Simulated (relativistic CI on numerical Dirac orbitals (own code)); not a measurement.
**Calculated levels, In XLII**

Computed by Dirac-Coulomb-Breit CI, KLI orbitals optimised for each configuration, QED by a radiative potential, unscaled Slater integrals (own radial code, finite nucleus).

CI space (outside the closed core 1s2): 2s²2p⁴, 2s2p⁵, 2p⁶, 2p⁵3s, 2p⁵3p, 2p⁵3d, 2s²2p³3s, 2s²2p³3p, 2s²2p³3d, 2s2p⁴3s, 2s2p⁴3p, 2s2p⁴3d, 2s²2p³4s, 2s²2p³4p, 2s²2p³4d, 2s²2p³4f, 2s2p⁴4s, 2s2p⁴4p, 2s2p⁴4d, 2s2p⁴4f, 2s²2p²3s², 2s²2p²3s3p, 2s²2p³5s, 2s²2p³5p, 2s²2p³5d, 2s²2p³5f, 2s²2p³5g, 2s²2p²3s3d, 2s²2p²3p², 2s²2p²3p3d, 2s2p³3s², 2s²2p²3d², 2s2p³3s3p, 2s2p³3s3d, 2s2p³3p², 2s2p⁴5s. Levels of other configurations are missing.

The lowest level is 2s²2p⁴ ³P2, with 72 % of that term; Hund's rules for 2s²2p⁴ give ³P with J = 2, in agreement.

```tsv
No.	Configuration	Term	J	E (Ry)	%	Landé g	Lifetime (s)
1	2s²2p⁴	³P	2	0.000	72	1.344	
2	2s²2p⁴	¹S	0	2.415	60		4.45e-02
3	2s²2p⁴	³P	1	15.841	100	1.487	9.45e-09
4	2s²2p⁴	¹D	2	17.006	72	1.126	1.90e-08
5	2s2p⁵	³P°	2	32.749	100	1.485	2.25e-12
6	2s²2p⁴	³P	0	33.730	60		4.14e-09
7	2s2p⁵	³P°	1	36.129	51	1.241	9.37e-13
8	2s2p⁵	³P°	0	49.114	100		1.27e-12
9	2s2p⁵	¹P°	1	51.408	51	1.227	9.14e-13
10	2p⁶	¹S	0	71.192	99		5.74e-13
11	2p³(2P°)3s	³P°	2	264.944	45	1.545	6.32e-14
12	2p³(2P°)3s	¹P°	1	265.401	29	1.210	2.43e-14
13	2p³(2P°)3p	³P	1	269.894	29	1.529	5.98e-12
14	2p³(2P°)3p	³D	2	270.026	24	1.226	4.78e-12
15	2p³(2P°)3p	³D	3	274.454	46	1.361	5.80e-12
16	2p³(4S°)3p	³P	1	274.468	37	1.403	4.24e-12
17	2p³(2P°)3p	³P	2	275.671	40	1.326	4.60e-12
18	2p³(4S°)3p	³P	0	276.779	76		1.30e-12
19	2p³(4S°)3s	⁵S°	2	279.819	33	1.388	3.74e-14
20	2s²2p³3d	³D°	2	279.948	21	1.222	3.03e-13
21	2p³(2P°)3d	³F°	3	280.227	27	1.153	9.57e-13
22	2p³(4S°)3s	³S°	1	280.380	23	1.225	1.39e-14
23	2p³(4S°)3s	³S°	1	280.438	31	1.233	3.01e-14
24	2p³(2P°)3d	³P°	0	280.448	57		5.44e-12
25	2p³(2P°)3d	³F°	4	281.232	47	1.270	4.96e-11
26	2p³(2D°)3s	³D°	3	281.241	93	1.307	1.50e-14
27	2p³(2D°)3s	¹D°	2	281.596	39	1.130	9.51e-15
28	2p³(2D°)3s	¹D°	2	281.890	27	1.185	1.11e-14
29	2p³(2P°)3d	³D°	3	282.707	39	1.188	3.29e-15
30	2p³(4S°)3d	³D°	1	282.875	33	1.058	4.23e-15
31	2p³(2P°)3s	³P°	0	283.305	99		5.36e-14
32	2p³(2P°)3s	³P°	1	283.611	54	1.259	3.17e-14
33	2p³(4S°)3p	⁵P	1	284.762	44	1.634	9.72e-12
34	2p³(2D°)3p	³F	2	285.264	33	1.210	9.17e-12
35	2p³(2D°)3p	³F	3	286.320	43	1.107	6.38e-12
36	2p³(2D°)3p	³P	2	287.821	56	1.335	1.13e-12
37	2p³(2P°)3p	³D	1	288.085	71	0.670	4.30e-12
38	2p³(4S°)3p	⁵P	3	289.289	50	1.385	3.65e-12
39	2p³(2D°)3p	³P	0	289.321	91		2.63e-12
40	2p³(4S°)3p	³P	2	289.406	38	1.410	2.97e-12
41	2p³(2P°)3p	³P	0	290.341	71		1.75e-12
42	2p³(2D°)3p	¹P	1	290.428	44	0.989	4.23e-12
43	2p³(2D°)3p	³D	3	290.710	64	1.214	4.08e-12
44	2p³(2D°)3p	³F	4	290.840	100	1.238	5.62e-12
45	2p³(2D°)3p	³P	1	291.875	74	1.425	7.01e-13
46	2p³(2D°)3p	¹D	2	292.606	49	1.164	6.33e-13
47	2p³(2P°)3p	³P	1	293.100	47	1.492	7.77e-13
48	2p³(2P°)3p	³D	2	293.420	44	1.141	7.32e-13
49	2s2p⁴(3P)<4P>3s	⁵P	3	294.319	75	1.575	2.28e-13
50	2p³(2D°)3d	³D°	1	295.081	44	0.991	3.06e-14
51	2p³(2D°)3d	³F°	2	295.180	39	1.089	2.90e-14
52	2p³(4S°)3d	⁵D°	0	295.216	50		2.70e-14
53	2p³(2D°)3d	³G°	3	295.553	32	1.121	1.58e-14
54	2s2p⁴(3P)<4P>3s	³P	2	295.584	60	1.425	3.14e-14
55	2p³(4S°)3d	⁵D°	4	296.122	51	1.278	5.19e-11
56	2p³(4S°)3d	³D°	3	296.222	59	1.270	8.05e-14
57	2p³(2D°)3d	³G°	4	296.563	40	1.063	1.98e-11
58	2p³(4S°)3d	³D°	1	297.021	45	1.000	6.95e-15
59	2p³(2D°)3d	³P°	2	297.021	40	1.228	4.15e-15
60	2p³(2D°)3d	³D°	3	297.130	43	1.185	3.34e-15
61	2p³(2D°)3d	³F°	4	297.521	71	1.169	4.60e-11
62	2p³(2D°)3d	³G°	5	297.635	100	1.190	5.63e-11
63	2p³(2D°)3d	³P°	1	297.757	69	1.276	3.05e-15
64	2p³(2D°)3d	³D°	2	297.990	80	1.149	3.45e-15
65	2p³(2D°)3d	³P°	0	298.066	52		6.89e-15
66	2p³(2P°)3s	³P°	2	298.138	31	1.266	9.05e-15
67	2p³(2D°)3d	³S°	1	298.377	33	1.358	4.21e-15
68	2p³(2P°)3d	³F°	2	298.579	30	1.113	1.98e-14
69	2s2p⁴(1S)<2S>3s	³S	1	298.858	51	2.054	6.42e-14
70	2p³(2P°)3s	¹P°	1	298.994	19	1.213	9.36e-15
```

Energies count from the lowest computed level; ° marks odd parity; lifetimes are radiative, by E1, M1, E2, M2 decay to levels of this space only. Percentages are summed over parent terms; the parents shown are those of the largest component, closed shells are left out there, and <> holds an intermediate term.

The mean weight of the leading LS term, summed over parents, in these 70 levels is 54 %, and that of the leading jj configuration (from the same eigenvectors) 88 %, so jj coupling describes them better and the LS labels are nominal.

At this charge energies of transitions that change n are usually good to better than 1 %, and those within a shell (Δn = 0) to a few per cent.

LS names give the leading component of a level, which can be under half, so a name can repeat, a term be missing and a line seem to break the LS rules.
